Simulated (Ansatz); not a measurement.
Molecular dynamics of HTe

input.yaml

```yaml
crystal:
  periodic: [false, false, false]
  atoms:
    - { symbol: Te, position_ang: [-0.698091, 0.203699, -0.36834] }
    - { symbol: H, position_ang: [0.688732, -0.251088, 0.352202] }
magnetization:
  spin_polarized: true
  initial_magnetization: 1
basis:
  gaussian: { orbitals: def2-TZVP }
hamiltonian:
  xc: pbe
md:
  timestep: 0.5
  n_steps: 100
  ensemble: nve
  temperature: 300.0
  initial_velocities: maxwell_boltzmann
  seed: 617737
  masses: [{ species: H, mass: 2.014 }]
```

Run as:

```bash
$ ansatz run input.yaml --threads 1 --pin off --max-ram 2048MiB --backend cpu --events-out ev --progress --plain --runs-dir out
```

It goes on from the last frame of an earlier run, with new velocities.

Output, in part (one step line in 2, the closing report, with atoms numbered from 0):

```
md step     0: t =     0.00 fs  T =   300.0 K  F+E_penalty+E_count = -7308.47893324 eV  E_kin = 0.012926 eV  conserved = -7308.46600724 eV  (52 SCF iters)
md step     2: t =     1.00 fs  T =   109.6 K  F+E_penalty+E_count = -7308.47067924 eV  E_kin = 0.004720 eV  conserved = -7308.46595906 eV  (33 SCF iters)
md step     4: t =     2.00 fs  T =     6.8 K  F+E_penalty+E_count = -7308.46622307 eV  E_kin = 0.000291 eV  conserved = -7308.46593171 eV  (33 SCF iters)
md step     6: t =     3.00 fs  T =    30.5 K  F+E_penalty+E_count = -7308.46725181 eV  E_kin = 0.001314 eV  conserved = -7308.46593810 eV  (32 SCF iters)
md step     8: t =     4.00 fs  T =   171.7 K  F+E_penalty+E_count = -7308.47337213 eV  E_kin = 0.007397 eV  conserved = -7308.46597515 eV  (33 SCF iters)
md step    10: t =     5.00 fs  T =   377.5 K  F+E_penalty+E_count = -7308.48229285 eV  E_kin = 0.016267 eV  conserved = -7308.46602576 eV  (32 SCF iters)
md step    12: t =     6.00 fs  T =   575.1 K  F+E_penalty+E_count = -7308.49084782 eV  E_kin = 0.024779 eV  conserved = -7308.46606896 eV  (31 SCF iters)
md step    14: t =     7.00 fs  T =   700.4 K  F+E_penalty+E_count = -7308.49626823 eV  E_kin = 0.030178 eV  conserved = -7308.46609025 eV  (31 SCF iters)
md step    16: t =     8.00 fs  T =   719.4 K  F+E_penalty+E_count = -7308.49708501 eV  E_kin = 0.030998 eV  conserved = -7308.46608659 eV  (32 SCF iters)
md step    18: t =     9.00 fs  T =   634.0 K  F+E_penalty+E_count = -7308.49338042 eV  E_kin = 0.027317 eV  conserved = -7308.46606326 eV  (33 SCF iters)
md step    20: t =    10.00 fs  T =   474.9 K  F+E_penalty+E_count = -7308.48649148 eV  E_kin = 0.020462 eV  conserved = -7308.46602971 eV  (32 SCF iters)
md step    22: t =    11.00 fs  T =   288.8 K  F+E_penalty+E_count = -7308.47843814 eV  E_kin = 0.012443 eV  conserved = -7308.46599553 eV  (32 SCF iters)
md step    24: t =    12.00 fs  T =   124.4 K  F+E_penalty+E_count = -7308.47132910 eV  E_kin = 0.005361 eV  conserved = -7308.46596800 eV  (33 SCF iters)
md step    26: t =    13.00 fs  T =    21.7 K  F+E_penalty+E_count = -7308.46688755 eV  E_kin = 0.000936 eV  conserved = -7308.46595174 eV  (33 SCF iters)
md step    28: t =    14.00 fs  T =     4.4 K  F+E_penalty+E_count = -7308.46613932 eV  E_kin = 0.000190 eV  conserved = -7308.46594907 eV  (33 SCF iters)
md step    30: t =    15.00 fs  T =    76.4 K  F+E_penalty+E_count = -7308.46925382 eV  E_kin = 0.003293 eV  conserved = -7308.46596032 eV  (33 SCF iters)
md step    32: t =    16.00 fs  T =   221.3 K  F+E_penalty+E_count = -7308.47551954 eV  E_kin = 0.009536 eV  conserved = -7308.46598398 eV  (32 SCF iters)
md step    34: t =    17.00 fs  T =   404.6 K  F+E_penalty+E_count = -7308.48345028 eV  E_kin = 0.017434 eV  conserved = -7308.46601633 eV  (33 SCF iters)
md step    36: t =    18.00 fs  T =   579.9 K  F+E_penalty+E_count = -7308.49103661 eV  E_kin = 0.024985 eV  conserved = -7308.46605112 eV  (33 SCF iters)
md step    38: t =    19.00 fs  T =   698.1 K  F+E_penalty+E_count = -7308.49615956 eV  E_kin = 0.030080 eV  conserved = -7308.46607957 eV  (32 SCF iters)
md step    40: t =    20.00 fs  T =   720.8 K  F+E_penalty+E_count = -7308.49714940 eV  E_kin = 0.031058 eV  conserved = -7308.46609167 eV  (32 SCF iters)
md step    42: t =    21.00 fs  T =   633.9 K  F+E_penalty+E_count = -7308.49339077 eV  E_kin = 0.027311 eV  conserved = -7308.46608012 eV  (33 SCF iters)
md step    44: t =    22.00 fs  T =   457.5 K  F+E_penalty+E_count = -7308.48575784 eV  E_kin = 0.019714 eV  conserved = -7308.46604406 eV  (32 SCF iters)
md step    46: t =    23.00 fs  T =   246.1 K  F+E_penalty+E_count = -7308.47659833 eV  E_kin = 0.010604 eV  conserved = -7308.46599398 eV  (32 SCF iters)
md step    48: t =    24.00 fs  T =    72.4 K  F+E_penalty+E_count = -7308.46906818 eV  E_kin = 0.003119 eV  conserved = -7308.46594928 eV  (32 SCF iters)
md step    50: t =    25.00 fs  T =     0.2 K  F+E_penalty+E_count = -7308.46594071 eV  E_kin = 0.000011 eV  conserved = -7308.46592996 eV  (33 SCF iters)
md step    52: t =    26.00 fs  T =    57.1 K  F+E_penalty+E_count = -7308.46840651 eV  E_kin = 0.002461 eV  conserved = -7308.46594523 eV  (32 SCF iters)
md step    54: t =    27.00 fs  T =   221.4 K  F+E_penalty+E_count = -7308.47552510 eV  E_kin = 0.009537 eV  conserved = -7308.46598778 eV  (33 SCF iters)
md step    56: t =    28.00 fs  T =   432.2 K  F+E_penalty+E_count = -7308.48465959 eV  E_kin = 0.018621 eV  conserved = -7308.46603836 eV  (33 SCF iters)
md step    58: t =    29.00 fs  T =   616.3 K  F+E_penalty+E_count = -7308.49263046 eV  E_kin = 0.026554 eV  conserved = -7308.46607691 eV  (31 SCF iters)
md step    60: t =    30.00 fs  T =   716.0 K  F+E_penalty+E_count = -7308.49694206 eV  E_kin = 0.030850 eV  conserved = -7308.46609161 eV  (31 SCF iters)
md step    62: t =    31.00 fs  T =   706.6 K  F+E_penalty+E_count = -7308.49652709 eV  E_kin = 0.030445 eV  conserved = -7308.46608211 eV  (32 SCF iters)
md step    64: t =    32.00 fs  T =   598.3 K  F+E_penalty+E_count = -7308.49183577 eV  E_kin = 0.025781 eV  conserved = -7308.46605519 eV  (32 SCF iters)
md step    66: t =    33.00 fs  T =   427.5 K  F+E_penalty+E_count = -7308.48444027 eV  E_kin = 0.018420 eV  conserved = -7308.46602063 eV  (33 SCF iters)
md step    68: t =    34.00 fs  T =   242.5 K  F+E_penalty+E_count = -7308.47643701 eV  E_kin = 0.010449 eV  conserved = -7308.46598757 eV  (33 SCF iters)
md step    70: t =    35.00 fs  T =    90.8 K  F+E_penalty+E_count = -7308.46987434 eV  E_kin = 0.003912 eV  conserved = -7308.46596261 eV  (33 SCF iters)
md step    72: t =    36.00 fs  T =     8.6 K  F+E_penalty+E_count = -7308.46631910 eV  E_kin = 0.000369 eV  conserved = -7308.46594971 eV  (32 SCF iters)
md step    74: t =    37.00 fs  T =    14.7 K  F+E_penalty+E_count = -7308.46658596 eV  E_kin = 0.000635 eV  conserved = -7308.46595066 eV  (33 SCF iters)
md step    76: t =    38.00 fs  T =   107.9 K  F+E_penalty+E_count = -7308.47061454 eV  E_kin = 0.004649 eV  conserved = -7308.46596534 eV  (33 SCF iters)
md step    78: t =    39.00 fs  T =   266.6 K  F+E_penalty+E_count = -7308.47747808 eV  E_kin = 0.011486 eV  conserved = -7308.46599169 eV  (33 SCF iters)
md step    80: t =    40.00 fs  T =   452.6 K  F+E_penalty+E_count = -7308.48552520 eV  E_kin = 0.019500 eV  conserved = -7308.46602540 eV  (32 SCF iters)
md step    82: t =    41.00 fs  T =   617.7 K  F+E_penalty+E_count = -7308.49267207 eV  E_kin = 0.026613 eV  conserved = -7308.46605950 eV  (33 SCF iters)
md step    84: t =    42.00 fs  T =   714.2 K  F+E_penalty+E_count = -7308.49685753 eV  E_kin = 0.030773 eV  conserved = -7308.46608462 eV  (32 SCF iters)
md step    86: t =    43.00 fs  T =   708.7 K  F+E_penalty+E_count = -7308.49662790 eV  E_kin = 0.030537 eV  conserved = -7308.46609111 eV  (32 SCF iters)
md step    88: t =    44.00 fs  T =   595.3 K  F+E_penalty+E_count = -7308.49172317 eV  E_kin = 0.025650 eV  conserved = -7308.46607292 eV  (32 SCF iters)
md step    90: t =    45.00 fs  T =   403.6 K  F+E_penalty+E_count = -7308.48342300 eV  E_kin = 0.017391 eV  conserved = -7308.46603181 eV  (32 SCF iters)
md step    92: t =    46.00 fs  T =   194.8 K  F+E_penalty+E_count = -7308.47437354 eV  E_kin = 0.008392 eV  conserved = -7308.46598104 eV  (33 SCF iters)
md step    94: t =    47.00 fs  T =    42.2 K  F+E_penalty+E_count = -7308.46775811 eV  E_kin = 0.001817 eV  conserved = -7308.46594121 eV  (33 SCF iters)
md step    96: t =    48.00 fs  T =     2.6 K  F+E_penalty+E_count = -7308.46604149 eV  E_kin = 0.000111 eV  conserved = -7308.46593056 eV  (32 SCF iters)
md step    98: t =    49.00 fs  T =    91.1 K  F+E_penalty+E_count = -7308.46987945 eV  E_kin = 0.003925 eV  conserved = -7308.46595420 eV  (32 SCF iters)
md step   100: t =    50.00 fs  T =   274.2 K  F+E_penalty+E_count = -7308.47781476 eV  E_kin = 0.011814 eV  conserved = -7308.46600091 eV  (72 SCF iters)
Total energy: -7308.47784173 eV, -268.5816068195 hartree
Atom 0 at    -0.698073     0.203693    -0.368331 Å, force    -0.718489     0.235617    -0.373301 eV/Å
Atom 1 at     0.687602    -0.250717     0.351615 Å, force     0.718489    -0.235617     0.373301 eV/Å
Dipole moment:     0.027508    -0.009021     0.014292 e Å
```

All steps were run. The conserved energy stayed within 0.042 meV per atom of its start (net change 0.003 meV per atom), so the integration is sound. A run of 0.05 ps of so small a system gives no equilibrium averages.

The same pairs are bonded in the first frame and the last. Pairs count as bonded within 1.25 times the sum of covalent radii (0.12 Å more for H–H).

Last frame:

```xyz
2
Properties=species:S:1:pos:R:3
Te -0.698 0.204 -0.368
H 0.688 -0.251 0.352
```

Run time: 2.1 min on 1 CPU thread of a shared host.
